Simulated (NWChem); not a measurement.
## What each level costs for H$_{4}$AlClS

```
Al
H 1 1.5826
H 1 1.5826 2 123.59
Cl 1 2.1494 2 116.01 3 155.49
S 1 2.6193 2 96.34 3 -101.92
H 5 1.3546 1 96.67 2 -164.80
H 5 1.3546 6 92.79 1 -97.02
```
Charge 0, spin multiplicity 1.

Program: NWChem. The geometry was optimised at B3LYP/def2-SVP, a minimum by its harmonic frequencies.

Basis set: def2-SVP (74 functions). Each entry is one whole single-point run; the coupled-cluster runs use the TCE module, and the SCF and DFT modules converge to different thresholds.

The correlated methods keep 15 core orbitals frozen. B3LYP has NWChem's definition, with VWN1-RPA local correlation. The structure started from a generated list of species.

Question: Roughly how much processor time does each of these take, relative to RHF: MP2, B2PLYP, PBE, B3LYP, PBE0, CR-CCSD(T)?

Answer: MP2 about the same, within a factor of 3; PBE0 about the same, within a factor of 3; B3LYP about 3; PBE about 3; B2PLYP about 4; CR-CCSD(T) about 50 (rough ratios from shared machines).
